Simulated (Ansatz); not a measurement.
Two isomers of CH6ClNOSi: A = `NCO[SiH2]Cl`, B = `N[SiH](O)CCl`.

Calculated with Ansatz (gas phase, PBE0-D4/def2-TZVP geometries, no zero-point term in ΔE). CBS: MP2 limit from def2 TZ/QZ plus the TZ coupled-cluster correction, frozen cores. Functionals use def2-TZVPP. B3LYP here is the variant with VWN-RPA as its local correlation; programs differ in this. Each species was taken in one conformer, which may not be the lowest.

Q: Which is lower in electronic energy at CCSD(T)/CBS, and by how much? (Best estimate.)

A: The calculation gave: B, by 7.7 kcal/mol.

Q: Give E(B) − E(A) in kcal/mol with CCSD/def2-TZVPP, CCSD(T)/def2-TZVPP, r2SCAN-D4, HF/def2-TZVPP, B3LYP-D4, PBE-D4, B2PLYP. (An estimate is asked.)

A: The calculation gave: CCSD/def2-TZVPP -6.1, CCSD(T)/def2-TZVPP -6.4, r2SCAN-D4 -6.0, HF/def2-TZVPP -2.2, B3LYP-D4 -5.7, PBE-D4 -5.7, B2PLYP -5.6. None reverses the order clearly.

Largest T1 diagnostic: 0.011.

In def2-TZVPP, CCSD(T) changes the Hartree–Fock value by −4.2 kcal/mol (the triples alone add −0.4 kcal/mol) and MP2 by −5.3 kcal/mol. The D4 term adds −1.2 kcal/mol with B3LYP and −0.6 kcal/mol with PBE0; it sums over pairs of atoms, weighted by their polarisabilities, and B3LYP, whose exchange is more repulsive, gets the larger term.
